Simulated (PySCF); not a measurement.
As₄, quintet, at a GFN2-xTB geometry of the parent state (a higher spin typed on purpose: for a closed-shell molecule this is an excited state) (in this run its highest filled SCF level lies above zero, so its values depend strongly on the basis, on diffuse functions most of all); B3LYP/STO-3G (PySCF).

PySCF was given this input:
```python
from pyscf import gto, scf, dft

mol = gto.Mole()
mol.atom = '''
    As   -0.988186    0.085698   -1.072950
    As    0.663388    1.292591    0.155566
    As    0.992287   -1.019895   -0.332051
    As   -0.667489   -0.358394    1.249436
'''
mol.basis = 'sto-3g'
mol.charge = 0
mol.spin = 4
mol.verbose = 4
mol.build()

mf = dft.UKS(mol)
mf.xc = 'b3lyp'
mf.kernel()
mf.analyze()
```

It wrote (shortened):

```
PySCF version 2.14.0

[INPUT] verbose = 4
[INPUT] num. atoms = 4
[INPUT] num. electrons = 132
[INPUT] charge = 0
[INPUT] spin (= nelec alpha-beta = 2S) = 4
[INPUT] symmetry False subgroup None
[INPUT] Mole.unit = angstrom
[INPUT] Symbol           X                Y                Z      unit          X                Y                Z       unit  Magmom
[...]
nuclear repulsion = 1449.0691464196
number of shells = 32
number of NR pGTOs = 216
number of NR cGTOs = 72
basis = sto-3g
ecp = {}

******** <class 'pyscf.dft.uks.UKS'> ********
method = UKS
initial guess = minao
damping factor = 0
level_shift factor = 0
DIIS = <class 'pyscf.scf.diis.CDIIS'>
diis_start_cycle = 1
diis_space = 8
diis_damp = 0
SCF conv_tol = 1e-09
SCF conv_tol_grad = None
SCF max_cycles = 50
direct_scf = True
direct_scf_tol = 1e-13
number electrons alpha = 68  beta = 64
XC library pyscf.dft.libxc version 7.1.2
    S. Lehtola, C. Steigemann, M. J. T. Oliveira, and M. A. L. Marques,  SoftwareX 7, 1–5 (2018)
XC functionals = b3lyp
    P. J. Stephens, F. J. Devlin, C. F. Chabalowski, and M. J. Frisch,  J. Phys. Chem. 98, 11623 (1994)
radial grids:
    Treutler-Ahlrichs [JCP 102, 346 (1995); DOI:10.1063/1.469408] (M4) radial grids

becke partition: Becke, JCP 88, 2547 (1988); DOI:10.1063/1.454033
pruning grids: <function nwchem_prune>
grids dens level: 3
symmetrized grids: False
atomic radii adjust function: <function treutler_atomic_radii_adjust>
small_rho_cutoff = 0
Set gradient conv threshold to 3.16228e-05
tot grids = 81696
init E= -8831.98042659083

cycle= 1 E= -8842.02058137773  delta_E=  -10  |g|= 0.284  |ddm|= 2.97

cycle= 2 E= -8842.03953281074  delta_E= -0.019  |g|= 0.137  |ddm|= 0.887

cycle= 3 E= -8842.02733637978  delta_E= 0.0122  |g|= 0.166  |ddm|= 1.03

cycle= 4 E= -8842.06336046552  delta_E= -0.036  |g|= 0.0076  |ddm|= 0.562

cycle= 5 E= -8842.06406764627  delta_E= -0.000707  |g|= 0.00726  |ddm|= 0.161

cycle= 6 E= -8842.06433248309  delta_E= -0.000265  |g|= 0.00459  |ddm|= 0.0611

cycle= 7 E= -8842.06485819162  delta_E= -0.000526  |g|= 0.00394  |ddm|= 0.154

cycle= 8 E= -8842.06553206385  delta_E= -0.000674  |g|= 0.00236  |ddm|= 0.285

cycle= 9 E= -8842.06562978781  delta_E= -9.77e-05  |g|= 0.00326  |ddm|= 0.0653

cycle= 10 E= -8842.06576205584  delta_E= -0.000132  |g|= 0.00199  |ddm|= 0.0915

cycle= 11 E= -8842.06591470388  delta_E= -0.000153  |g|= 0.00172  |ddm|= 0.164

cycle= 12 E= -8842.06597825209  delta_E= -6.35e-05  |g|= 0.00105  |ddm|= 0.0715

cycle= 13 E= -8842.06604293246  delta_E= -6.47e-05  |g|= 0.00102  |ddm|= 0.0887

cycle= 14 E= -8842.06611010981  delta_E= -6.72e-05  |g|= 0.000705  |ddm|= 0.115

cycle= 15 E= -8842.06614877743  delta_E= -3.87e-05  |g|= 0.000462  |ddm|= 0.092

cycle= 16 E= -8842.06616970813  delta_E= -2.09e-05  |g|= 0.000513  |ddm|= 0.109

cycle= 17 E= -8842.06617013015  delta_E= -4.22e-07  |g|= 0.000342  |ddm|= 0.0131

cycle= 18 E= -8842.06617123859  delta_E= -1.11e-06  |g|= 0.000241  |ddm|= 0.0229

cycle= 19 E= -8842.06617127029  delta_E= -3.17e-08  |g|= 0.00025  |ddm|= 0.0116

cycle= 20 E= -8842.06617171412  delta_E= -4.44e-07  |g|= 8.11e-05  |ddm|= 0.0142

cycle= 21 E= -8842.06617176253  delta_E= -4.84e-08  |g|= 3.34e-05  |ddm|= 0.00243

cycle= 22 E= -8842.06617176968  delta_E= -7.15e-09  |g|= 1.4e-05  |ddm|= 0.000678

cycle= 23 E= -8842.0661717742  delta_E= -4.52e-09  |g|= 7.46e-06  |ddm|= 0.000674

cycle= 24 E= -8842.06617177779  delta_E= -3.59e-09  |g|= 5.96e-06  |ddm|= 0.000752

cycle= 25 E= -8842.06617178006  delta_E= -2.27e-09  |g|= 3.12e-06  |ddm|= 0.000772

cycle= 26 E= -8842.06617178072  delta_E= -6.57e-10  |g|= 5.08e-07  |ddm|= 0.000666

Extra cycle  E= -8842.06617178069  delta_E= 2.73e-11  |g|= 6.07e-07  |ddm|= 7.07e-06
converged SCF energy = -8842.06617178069  <S^2> = 6.0105511  2S+1 = 5.0042187
**** SCF Summaries ****
Total Energy =                       -8842.066171780694276
Nuclear Repulsion Energy =            1449.069146419603840
One-electron Energy =               -15293.331880282799830
Two-electron Energy =                 5002.196562082501259
Two-electron Coulomb Energy =         5337.832332194878290
DFT Exchange-Correlation Energy =     -335.635770112376861
**** MO energy ****
                             alpha | beta                alpha | beta
[...]
To work with the spin densities directly, `use mulliken_meta_spin()` only printing them here.

 ** Mulliken spin pop alpha/beta on meta-lowdin orthogonal AOs **
 ** Mulliken Spin Density (per AO)  **
spin_pop of  0 As 1s        0.00000
spin_pop of  0 As 2s        0.00000
spin_pop of  0 As 3s       -0.00000
spin_pop of  0 As 4s        0.01281
spin_pop of  0 As 2px       0.00000
spin_pop of  0 As 2py       0.00000
spin_pop of  0 As 2pz       0.00000
spin_pop of  0 As 3px       0.00032
spin_pop of  0 As 3py       0.00057
spin_pop of  0 As 3pz       0.00016
spin_pop of  0 As 4px       0.25429
spin_pop of  0 As 4py       0.42107
spin_pop of  0 As 4pz       0.12161
spin_pop of  0 As 3dxy      0.00119
spin_pop of  0 As 3dyz      0.00005
spin_pop of  0 As 3dz^2     0.00048
spin_pop of  0 As 3dxz      0.00005
spin_pop of  0 As 3dx2-y2    0.00033
spin_pop of  1 As 1s        0.00000
spin_pop of  1 As 2s        0.00000
spin_pop of  1 As 3s       -0.00000
spin_pop of  1 As 4s        0.01281
spin_pop of  1 As 2px       0.00000
spin_pop of  1 As 2py       0.00000
spin_pop of  1 As 2pz       0.00000
spin_pop of  1 As 3px       0.00061
spin_pop of  1 As 3py       0.00023
spin_pop of  1 As 3pz       0.00021
spin_pop of  1 As 4px       0.43662
spin_pop of  1 As 4py       0.18623
spin_pop of  1 As 4pz       0.17408
spin_pop of  1 As 3dxy      0.00082
spin_pop of  1 As 3dyz      0.00013
spin_pop of  1 As 3dz^2     0.00037
spin_pop of  1 As 3dxz      0.00042
spin_pop of  1 As 3dx2-y2    0.00037
spin_pop of  2 As 1s        0.00000
spin_pop of  2 As 2s        0.00000
spin_pop of  2 As 3s       -0.00001
spin_pop of  2 As 4s        0.01392
spin_pop of  2 As 2px       0.00000
spin_pop of  2 As 2py       0.00000
spin_pop of  2 As 2pz       0.00000
spin_pop of  2 As 3px       0.00053
spin_pop of  2 As 3py       0.00050
spin_pop of  2 As 3pz       0.00102
spin_pop of  2 As 4px       0.40357
spin_pop of  2 As 4py       0.38119
spin_pop of  2 As 4pz       0.75557
spin_pop of  2 As 3dxy      0.00023
spin_pop of  2 As 3dyz      0.00031
spin_pop of  2 As 3dz^2     0.00068
spin_pop of  2 As 3dxz      0.00209
spin_pop of  2 As 3dx2-y2    0.00170
spin_pop of  3 As 1s        0.00000
spin_pop of  3 As 2s        0.00000
spin_pop of  3 As 3s       -0.00000
spin_pop of  3 As 4s        0.01281
spin_pop of  3 As 2px       0.00000
spin_pop of  3 As 2py       0.00000
spin_pop of  3 As 2pz       0.00000
spin_pop of  3 As 3px       0.00042
spin_pop of  3 As 3py       0.00062
spin_pop of  3 As 3pz       0.00001
spin_pop of  3 As 4px       0.32282
spin_pop of  3 As 4py       0.45052
spin_pop of  3 As 4pz       0.02358
spin_pop of  3 As 3dxy      0.00083
spin_pop of  3 As 3dyz      0.00041
spin_pop of  3 As 3dz^2    -0.00006
spin_pop of  3 As 3dxz      0.00046
spin_pop of  3 As 3dx2-y2    0.00045
 ** Mulliken Spin Density (per atom)  **
spin density of  0 As =      0.81293
spin density of  1 As =      0.81289
spin density of  2 As =      1.56128
spin density of  3 As =      0.81289
 ** Mulliken pop alpha/beta on meta-lowdin orthogonal AOs **
 ** Mulliken pop       alpha | beta **
In total            68.00000 | 64.00000
 ** Mulliken atomic charges   ( Nelec_alpha | Nelec_beta ) **
charge of  0As =     -0.00256  (    16.90774     16.09481 )
charge of  1As =     -0.00256  (    16.90773     16.09483 )
charge of  2As =      0.00768  (    17.27680     15.71552 )
charge of  3As =     -0.00256  (    16.90773     16.09483 )
Dipole moment(X, Y, Z, Debye): -0.45214,  0.46473,  0.15131
```
